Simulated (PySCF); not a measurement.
## Splitting trees

Molfile (atoms numbered from 1):
```
C8H9F3
     RDKit          3D

 20 19  0  0  0  0  0  0  0  0999 V2000
    0.9207   -1.4745   -1.6648 C   0  0  0  0  0  0  0  0  0  0  0  0
    0.4267   -0.5841   -0.7869 C   0  0  0  0  0  0  0  0  0  0  0  0
    1.1213   -0.2726    0.4621 C   0  0  0  0  0  0  0  0  0  0  0  0
    0.6939    0.5749    1.4112 C   0  0  0  0  0  0  0  0  0  0  0  0
    1.4155    0.8649    2.6810 C   0  0  0  0  0  0  0  0  0  0  0  0
   -0.8715    0.0939   -1.0708 C   0  0  0  0  0  0  0  0  0  0  0  0
   -0.9731    1.3455   -1.5193 C   0  0  0  0  0  0  0  0  0  0  0  0
   -2.1081   -0.7241   -0.8069 C   0  0  0  0  0  0  0  0  0  0  0  0
   -3.2315   -0.0325   -1.0078 F   0  0  0  0  0  0  0  0  0  0  0  0
   -2.1593   -1.8016   -1.5998 F   0  0  0  0  0  0  0  0  0  0  0  0
   -2.1276   -1.1643    0.4551 F   0  0  0  0  0  0  0  0  0  0  0  0
    1.8653   -1.9887   -1.4673 H   0  0  0  0  0  0  0  0  0  0  0  0
    0.3949   -1.7150   -2.5906 H   0  0  0  0  0  0  0  0  0  0  0  0
    2.0691   -0.8036    0.6111 H   0  0  0  0  0  0  0  0  0  0  0  0
   -0.2589    1.0947    1.2572 H   0  0  0  0  0  0  0  0  0  0  0  0
    0.7937    0.6089    3.5555 H   0  0  0  0  0  0  0  0  0  0  0  0
    2.3589    0.3045    2.7555 H   0  0  0  0  0  0  0  0  0  0  0  0
    1.6458    1.9401    2.7708 H   0  0  0  0  0  0  0  0  0  0  0  0
   -1.9464    1.8015   -1.7114 H   0  0  0  0  0  0  0  0  0  0  0  0
   -0.0765    1.9417   -1.7041 H   0  0  0  0  0  0  0  0  0  0  0  0
  1  2  2  0
  2  3  1  0
  3  4  2  0
  4  5  1  0
  2  6  1  0
  6  7  2  0
  6  8  1  0
  8  9  1  0
  8 10  1  0
  8 11  1  0
  1 12  1  0
  1 13  1  0
  3 14  1  0
  4 15  1  0
  5 16  1  0
  5 17  1  0
  5 18  1  0
  7 19  1  0
  7 20  1  0
M  END
```

A single conformation, equivalent nuclei averaged, no relativistic terms, no solvent. Shielding tensors at PBE0/pcSseg-1 (GIAO); PBE0-D3(BJ)/def2-SVP structure; J couplings at B3LYP/pcJ-1 (spin–dipole term only in couplings to heteroatoms); PySCF 2.14.

References, each an isolated molecule treated in the same way: 1H, 13C vs TMS.

Spectrometer: 400 MHz for 1H. First-order analysis; couplings under 1 Hz (under 4 Hz in carbon signals) are ignored, and nearly equal couplings are merged; the smaller ones broaden or split the lines further.

**Question.** What pattern does H19 show (1H)?

**Answer.** A doublet of quartets at δ 6.34: 1.9 Hz to H20 (1 × 1H, 2 bonds away), 1.2 Hz to F9/F10/F11 (3 × 19F, 4 bonds away). Lines in Hz from the centre (relative intensity): +2.8 (1), +1.6 (3), +0.8 (1), +0.3 (3), -0.3 (3), -0.8 (1), -1.6 (3), -2.8 (1). The outer lines are 5.5 Hz apart, the sum of the couplings kept, or 0.014 ppm at this field.

**Question.** What pattern does C7 show in the proton-coupled 13C spectrum?

**Answer.** A triplet of quartets at δ 130.7: 172.1 Hz to H20 and H19 (2 × 1H, 1 bond away), 5.4 Hz to F9/F10/F11 (3 × 19F, 3 bonds away). Lines in Hz from the centre (relative intensity): +180.2 (1), +174.8 (3), +169.4 (3), +164.0 (1), +8.1 (2), +2.7 (6), -2.7 (6), -8.1 (2), -164.0 (1), -169.4 (3), -174.8 (3), -180.2 (1). The outer lines are 360.4 Hz apart, the sum of the couplings kept, or 3.583 ppm at this field.

**Question.** What pattern does H13 show (1H)?

**Answer.** A quintet of quartets of doublets at δ 5.30: 1.5 Hz to H12 and H16/H17/H18 (4 × 1H, 2 or 6 bonds away), 1.2 Hz to F9/F10/F11 (3 × 19F, 5 bonds away), 1.1 Hz to H15 (1 × 1H, 5 bonds away).

**Question.** What pattern does H15 show (1H)?

**Answer.** A doublet of quartets of triplets at δ 5.94: 16.2 Hz to H14 (1 × 1H, 3 bonds away), 8.3 Hz to H16/H17/H18 (3 × 1H, 3 bonds away), 1.0 Hz to H13 and H12 (2 × 1H, 5 bonds away). Lines in Hz from the centre (relative intensity): +21.6 (1), +20.6 (2), +19.6 (1), +13.2 (3), +12.2 (6), +11.2 (3), +5.3 (1), +5.0 (3), +4.3 (2), +4.0 (6), +3.4 (1), +3.0 (3), -3.0 (3), -3.4 (1), -4.0 (6), -4.3 (2), -5.0 (3), -5.3 (1), -11.2 (3), -12.2 (6), -13.2 (3), -19.6 (1), -20.6 (2), -21.6 (1). The outer lines are 43.1 Hz apart, the sum of the couplings kept, or 0.108 ppm at this field.

Unscaled 3J(H,H) at this level run about 10 % above measured values.
